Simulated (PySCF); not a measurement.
Run record: geometry optimisation, `[As]#[As]`.

Method: CAM-B3LYP/def2-SVPD geometry optimisation, gas phase (PySCF 2.14.0). Start geometry: GFN2-xTB. A driver script takes a list of jobs; this job's settings line and coordinates (Å) are shown.

Input:
```
{"job": {"xc": "CAM-B3LYP", "basis": "def2-SVPD", "grid": 1, "kind": "geom"}, "charge": 0, "multiplicity": 1}
As     1.048431    -0.003564    -0.002034
As    -1.045674     0.004832    -0.012114
```

Output:
```
step   0  E = -4471.44693478  max force = 0.010133
step   1  E = -4471.44715188  max force = 0.001094
step   2  E = -4471.44715450  max force = 0.000436
step   3  E = -4471.44715435  max force = 0.000218
optimisation converged
```

Energies in Eh; «max force» is the largest Cartesian gradient component in Eh/bohr.

Task: Give the first gradient maximum in eV/Å.

Result: With 1 Eh/bohr = 51.422 eV/Å, 0.521 eV/Å.

Task: How much energy does the optimisation release, in kJ/mol?

Result: E(step 0) − E(last step) = 0.000220 Eh, which is 0.6 kJ/mol.

Summary of the converged run: final energy -4471.44715 Eh after 3 steps; dipole 0.00 D.

The run took 7.9 s of wall time on one thread, Intel Xeon Platinum 8488C (x86_64) (shared host), and the process peaked at 0.41 GiB of memory.
Labels such as C1 count atoms from 1, the log's own numbers from 0.
